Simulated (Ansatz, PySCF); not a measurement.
Gas-phase reaction R1 + 2 R2 → P1, each structure at its B3LYP-D3(BJ)/def2-TZVP stationary point, reached from a drawn start (curvature not checked).
R1, GeO2 (SMILES [O]=[Ge]=[O]) (charge 0, multiplicity 1, Z-matrix in Å and degrees):
```
Ge
O 1 1.6240
O 1 1.6240 2 180.00
```
P1: GeH4O4 (SMILES [OH][Ge]([OH])([OH])[OH]), charge 0, multiplicity 1.
R2, H2O (SMILES O) (charge 0, multiplicity 1, Z-matrix in Å and degrees):
```
O
H 1 0.9627
H 1 0.9627 2 105.24
```

P less R. No zero-point or thermal terms; no spin–orbit coupling. One arrangement of each flexible species, with no search for the lowest.

Correlated levels freeze the cores. In cc and def2 sets filled d and f shells under p-block atoms count as core.

Run with Ansatz (a program for electronic structure) with Gaussian orbitals; PySCF for the D3/D4 terms. Each number belongs to the level named beside it.

Question: What is the computed reaction energy (BLYP-D3(BJ)/def2-TZVPP)?

Answer: -3.97 eV

Question: Give the reaction energy at the level r2SCAN-D4/def2-TZVPP.

Answer: -4.80 eV

Question: Predict the reaction energy from SCS-MP2/cc-pVDZ.

Answer: -4.61 eV
